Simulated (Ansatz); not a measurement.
Input and output for `CN([SiH3])[SiH2]Cl`.

```yaml
crystal:
  periodic: [false, false, false]
  atoms:
    - {symbol: C, position_ang: [-1.497498, 0.222562, -0.020632]}
    - {symbol: N, position_ang: [-0.061626, -0.036484, -0.138057]}
    - {symbol: Si, position_ang: [0.480175, -1.602407, 0.371810]}
    - {symbol: Si, position_ang: [0.968361, 1.279459, -0.486034]}
    - {symbol: Cl, position_ang: [1.193594, 2.564321, 1.117941]}
    - {symbol: H, position_ang: [-2.074045, -0.629417, -0.393704]}
    - {symbol: H, position_ang: [-1.782218, 1.093998, -0.616528]}
    - {symbol: H, position_ang: [-1.798319, 0.411426, 1.015099]}
    - {symbol: H, position_ang: [-0.213275, -2.645750, -0.431479]}
    - {symbol: H, position_ang: [1.946483, -1.674786, 0.165095]}
    - {symbol: H, position_ang: [0.159675, -1.852720, 1.804284]}
    - {symbol: H, position_ang: [2.311461, 0.767691, -0.826877]}
    - {symbol: H, position_ang: [0.367221, 2.102097, -1.560919]}
basis:
  gaussian: {orbitals: def2-SVP}
total_charge: 1
magnetization: {spin_polarized: true, initial_magnetization: 1}
hamiltonian: {xc: {name: HSE06}, dispersion: d3bjatm}
output: {forces: true}
```

```sh
$ ansatz run in.yaml --threads 4 --pin off --events-out ev --progress --plain --max-ram 10444MiB
```

It prints (some lines left out):

```
Functional definition: HSE06
1187 factors; integrals over basis functions are off by at most 1.3e-3 eV
114 factors; integrals over basis functions are off by at most 5.0e-7 eV
mean field evaluation 1: about -30888.8683 eV, gradient 5.1e1 eV
mean field evaluation 2: about -30836.5244 eV, gradient 1.0e2 eV
mean field evaluation 4: about -30902.0285 eV, gradient 1.1e1 eV
mean field evaluation 8: about -30902.7202 eV, gradient 4.3e-1 eV
mean field evaluation 16: about -30902.7216 eV, gradient 1.1e-3 eV
mean field -30902.72160392 eV, -1135.6540723272 hartree, gradient 3.2e-5 eV, S^2 0.756450; 2 other end points of the search recorded, 0 dependent functions left out
reference -30902.72164169 eV, -1135.6540737151 hartree; 33, 32 occupied and 89, 90 virtual orbitals, 1187 factors
Total energy: -30902.98508289 eV, -1135.6637550007 hartree
Atom 0 at    -1.497498     0.222562    -0.020632 Å, force     0.345492     0.102409    -0.921547 eV/Å
Atom 1 at    -0.061626    -0.036484    -0.138057 Å, force    -3.185394    -0.178846     1.026603 eV/Å
Atom 2 at     0.480175    -1.602407     0.371810 Å, force     1.488802    -2.664462     0.443855 eV/Å
Atom 3 at     0.968361     1.279459    -0.486034 Å, force     2.644304     3.286218    -0.929372 eV/Å
Atom 4 at     1.193594     2.564321     1.117941 Å, force    -0.368739    -0.638770    -0.051850 eV/Å
Atom 5 at    -2.074045    -0.629417    -0.393704 Å, force    -0.087958    -0.363461     0.084378 eV/Å
Atom 6 at    -1.782218     1.093998    -0.616528 Å, force     0.012189     0.286912    -0.032514 eV/Å
Atom 7 at    -1.798319     0.411426     1.015099 Å, force     0.084630    -0.008643     0.515833 eV/Å
Atom 8 at    -0.213275    -2.645750    -0.431479 Å, force    -0.248187     0.176863    -0.163786 eV/Å
Atom 9 at     1.946483    -1.674786     0.165095 Å, force    -0.039277     0.184029    -0.038901 eV/Å
Atom 10 at     0.159675    -1.852720     1.804284 Å, force    -0.272420     0.354631     0.137150 eV/Å
Atom 11 at     2.311461     0.767691    -0.826877 Å, force    -0.102324    -0.261658     0.020498 eV/Å
Atom 12 at     0.367221     2.102097    -1.560919 Å, force    -0.271118    -0.275223    -0.090348 eV/Å
Dipole moment:    -0.621157    -0.749051    -0.278924 e Å
```

Run time 1.8 s (4 threads of an AMD EPYC 9R45 on a shared host); peak host memory 0.52 GiB.
